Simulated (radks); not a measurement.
Task: Calculated with a radial shooting solver on a logarithmic mesh with Libxc functionals: scalar-relativistic Kohn-Sham, LB94 model potential, spin-polarised, spherical densities, finite nucleus; Fermi nuclear charge, rms radius of each element as measured or else 0.836 A^(1/3) + 0.57 fm. Response by self-consistent Sternheimer equations with the Hartree and adiabatic LDA kernel, the relativistic mass of each level held fixed and spin-orbit coupling left out. Rank F7+, B3+, Li+, He, Ne8+, N5+, O6+, Be2+, C4+ (NIST ground configurations) by static dipole polarisability, largest first.

Result: He 1.390, Li+ 0.1984, Be2+ 0.05388, B3+ 0.02018, C4+ 0.009177, N5+ 0.004751, O6+ 0.002699, F7+ 0.001644, Ne8+ 0.001058 bohr^3.
